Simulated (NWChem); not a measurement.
**H2Pb in NWChem**

```xyz
3

Pb     0.0000     0.0000    -0.0312
H      1.3092     0.0000     1.2811
H     -1.3092     0.0000     1.2811
```
Charge 0, spin multiplicity 1.

Program: NWChem. Structure: optimised with PBE0/def2-SVP with def2 effective core potentials on Pb, a minimum by its harmonic frequencies.

Symmetry labels belong to the abelian group C2v used in the runs, with the axes of the coordinates shown; states degenerate in a higher group split over its labels.

Effective core potentials replace the inner electrons of Pb; spin-orbit coupling is left out. B3LYP has NWChem's definition, with VWN1-RPA local correlation. The structure started from a generated list of species.

Task: List the lowest 3 singlet excitations that TD-B3LYP/def2-SVPD with def2 effective core potentials on Pb, VWN1-RPA local correlation gives, with oscillator strengths.

Result: 
```tsv
state	symmetry	energy (eV)	wavelength (nm)	f
1	b2	2.49	498	0.006
2	a2	3.34	371	0.000
3	a1	5.62	221	0.214
```
